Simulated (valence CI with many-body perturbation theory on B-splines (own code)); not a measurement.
**Forbidden lines of Cs⁴⁸⁺**

Computed by relativistic CI+MBPT: five valence electrons over a frozen Dirac-Fock core [He], a basis of 11 s, 11 p, 10 d, 8 f, 5 g, 2 h functions for each j, with the one-electron correlation potential Σ1, the two-electron term Σ2, the three-electron term Σ3, Breit, model QED; selected CI, second order for the rest, scaled by the run's own slope (own B-spline code, finite nucleus).

No measured spectrum was set against this ion. As an estimate, large intervals hold to a few tenths of a per cent, small ones and those within an open d or f shell to about a per cent. Among the levels kept, up to 7300 cm⁻¹ of a level comes from second order outside the variational space, and about a tenth of that is noise between levels of different J, which matters for small intervals.

Lines 51 to 80 of 80 in falling wavelength, among levels below 6171.8 eV, chosen from the decays that carry over 1 % of a level's rate. Wavelengths and rates use the calculated energies. Electric multipoles are in the length gauge, E1 and E2 with the static RPA response of the core. S is in atomic units (e²a₀⁴ for E2 and M2, e²a₀⁶ for E3), for M1 in squared Bohr magnetons. Weak lines are less certain than strong ones. Lines between different terms over intervals too small for the method are left out, as are lines whose strength nearly cancels. The highest levels of a list are the least certain.

Levels are named by their leading jj configuration (3d3/2^4 stands for four electrons in 3d with j = 3/2), which in mixed levels can hold well under half, so a name can repeat and another be missing. Letters in brackets count levels of one name in rising energy.

| λ vac (nm) | Upper | Lower | Type | A (s⁻¹) | S (a.u.) |
| --- | --- | --- | --- | --- | --- |
| 0.2341 | (2s 2p1/2 2p3/2^2 3p3/2) J=5/2 [e] | (2s 2p1/2^2 2p3/2^2) J=1/2 | E2 | 9.63e+10 | 3.62e-05 |
| 0.2340 | (2s^2 2p3/2^2 3p3/2) J=7/2 | (2s^2 2p1/2 2p3/2^2) J=5/2 | E2 | 6.80e+10 | 3.41e-05 |
| 0.2339 | (2s^2 2p1/2 2p3/2 3p3/2) J=3/2 [a] | (2s^2 2p1/2^2 2p3/2) J=3/2 | E2 | 1.80e+11 | 4.51e-05 |
| 0.2337 | (2s^2 2p3/2^2 3p3/2) J=5/2 | (2s^2 2p1/2 2p3/2^2) J=5/2 | E2 | 1.33e+11 | 4.98e-05 |
| 0.2336 | (2s^2 2p1/2 2p3/2 3p3/2) J=7/2 | (2s^2 2p1/2^2 2p3/2) J=3/2 | E2 | 2.00e+11 | 9.95e-05 |
| 0.2336 | (2s^2 2p3/2^2 3p3/2) J=1/2 | (2s^2 2p1/2 2p3/2^2) J=5/2 | E2 | 1.90e+11 | 2.36e-05 |
| 0.2331 | (2s^2 2p3/2^2 3p3/2) J=7/2 | (2s^2 2p1/2 2p3/2^2) J=3/2 | E2 | 1.03e+11 | 5.07e-05 |
| 0.2330 | (2s^2 2p3/2^2 3p3/2) J=3/2 [b] | (2s^2 2p1/2 2p3/2^2) J=1/2 | E2 | 1.72e+11 | 4.22e-05 |
| 0.2328 | (2s^2 2p3/2^2 3p3/2) J=5/2 | (2s^2 2p1/2 2p3/2^2) J=3/2 | E2 | 7.76e+10 | 2.84e-05 |
| 0.2327 | (2s^2 2p1/2 2p3/2 3p3/2) J=5/2 [b] | (2s^2 2p1/2^2 2p3/2) J=3/2 | E2 | 1.05e+11 | 3.83e-05 |
| 0.2323 | (2s^2 2p1/2 2p3/2 3p3/2) J=1/2 [b] | (2s^2 2p1/2^2 2p3/2) J=3/2 | E2 | 9.94e+10 | 1.20e-05 |
| 0.2322 | (2s^2 2p3/2^2 3p3/2) J=3/2 [a] | (2s^2 2p1/2 2p3/2^2) J=5/2 | E2 | 1.68e+11 | 4.05e-05 |
| 0.2292 | (2s^2 2p3/2^2 3d5/2) J=9/2 | (2s^2 2p1/2 2p3/2^2) J=5/2 | M2 | 2.18e+09 | 1.23e-06 |
| 0.2292 | (2s^2 2p3/2^2 3d5/2) J=9/2 | (2s^2 2p1/2 2p3/2^2) J=5/2 | E3 | 2.86e+08 | 3.02e-06 |
| 0.2292 | (2s^2 2p1/2 2p3/2 3d5/2) J=9/2 | (2s^2 2p1/2^2 2p3/2) J=3/2 | E3 | 7.08e+08 | 7.49e-06 |
| 0.2284 | (2s^2 2p3/2^2 3d5/2) J=9/2 | (2s^2 2p1/2 2p3/2^2) J=3/2 | E3 | 5.59e+08 | 5.76e-06 |
| 0.2232 | (2s 2p1/2 2p3/2^2 3d5/2) J=9/2 [a] | (2s^2 2p1/2 2p3/2^2) J=5/2 | E2 | 1.21e+10 | 5.99e-06 |
| 0.2229 | (2s 2p1/2^2 2p3/2 3d3/2) J=7/2 | (2s^2 2p1/2^2 2p3/2) J=3/2 | E2 | 4.02e+11 | 1.58e-04 |
| 0.2226 | (2s 2p1/2 2p3/2^2 3d3/2) J=9/2 | (2s^2 2p1/2 2p3/2^2) J=5/2 | E2 | 5.89e+11 | 2.87e-04 |
| 0.2222 | (2s 2p1/2 2p3/2^2 3d5/2) J=7/2 [a] | (2s^2 2p1/2 2p3/2^2) J=3/2 | E2 | 7.66e+11 | 2.96e-04 |
| 0.2216 | (2s 2p1/2 2p3/2^2 3d5/2) J=9/2 [b] | (2s^2 2p1/2 2p3/2^2) J=5/2 | E2 | 6.37e+11 | 3.04e-04 |
| 0.2204 | (2s 2p1/2^2 2p3/2 3d3/2) J=5/2 [b] | (2s^2 2p1/2^2 2p3/2) J=3/2 | E2 | 4.64e+11 | 1.29e-04 |
| 0.2204 | (2s^2 2p3/2^2 3p1/2) J=1/2 | (2s^2 2p1/2^2 2p3/2) J=3/2 | E2 | 9.38e+10 | 8.72e-06 |
| 0.2201 | (2s 2p1/2 2p3/2^2 3d3/2) J=7/2 [c] | (2s^2 2p1/2 2p3/2^2) J=5/2 | E2 | 9.67e+11 | 3.56e-04 |
| 0.2200 | (2s 2p1/2^2 2p3/2 3d3/2) J=1/2 [b] | (2s^2 2p1/2^2 2p3/2) J=3/2 | E2 | 1.89e+12 | 1.74e-04 |
| 0.2197 | (2s 2p1/2 2p3/2^2 3d5/2) J=3/2 [d] | (2s^2 2p1/2 2p3/2^2) J=1/2 | E2 | 1.24e+12 | 2.27e-04 |
| 0.2196 | (2s 2p1/2 2p3/2^2 3d3/2) J=3/2 [d] | (2s^2 2p1/2 2p3/2^2) J=3/2 | E2 | 8.21e+11 | 1.50e-04 |
| 0.2190 | (2s 2p1/2 2p3/2^2 3d5/2) J=9/2 [c] | (2s^2 2p1/2 2p3/2^2) J=5/2 | E2 | 1.24e+12 | 5.58e-04 |
| 0.2189 | (2s 2p1/2 2p3/2^2 3d5/2) J=7/2 [d] | (2s^2 2p1/2 2p3/2^2) J=5/2 | E2 | 3.40e+11 | 1.22e-04 |
| 0.2186 | (2s 2p1/2 2p3/2^2 3d5/2) J=7/2 [c] | (2s^2 2p1/2 2p3/2^2) J=3/2 | E2 | 1.04e+12 | 3.72e-04 |
